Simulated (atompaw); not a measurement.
## S (Z = 16): PAW (atompaw) pseudisation with PBE, non-relativistic reference atom.

- Element: S
- Generator: atompaw 4.2.0.5
- Type: PAW
- Functional: PBE
- Relativity: non-relativistic
- Frozen core: [Ne]
- Valence charge: 6
- Reference configuration: 3s2 3p2 (charge +2)
- Partial waves: 3s (bound): rc 1.25 bohr; 3s channel at -1.5 Ry: rc 1.25 bohr; 3p (bound): rc 1.00 bohr; 3p channel at 1.8 Ry: rc 1.25 bohr
- Local potential: bessel scheme, radius 1.20 bohr
- Core correction: smooth core density matched at 1.20 bohr
- Augmentation charge: sinc compensation charge, radius 1.20 bohr; PAW radius 1.25 bohr; waves and projectors: custom rrkj gramschmidtortho

All-electron outer shells of the reference configuration (PBE, non-relativistic, ld1.x):

```
shell  level (eV)  outermost node (bohr)  outermost maximum (bohr)
   3s      -39.26                   0.60                      1.37
   3p      -27.99                   0.58                      1.50
```

(1) Estimate the cutoffs (Ry, on a coarse ladder) from which the occupation-weighted sum of valence levels, in a spherical-Bessel basis at the reference potential, stays within 10 and 1 mRy of its value at 400 Ry.

(2) Does the potential have ghost states?

(3) Is the overlap operator S = 1 + Σ q|β⟩⟨β| positive definite (Bessel basis up to 400 Ry)?

(4) Which valence shell sets the plane-wave cutoff?

## Answers

(1) 45 Ry and 70 Ry.

(2) No extra level below or beside the all-electron valence levels (s, p, d, f tested).

(3) Yes: its lowest eigenvalue is 0.16 (p channel).

(4) 3p: its level needs 60 Ry to come within 1 mRy, against 30 Ry for 3s.
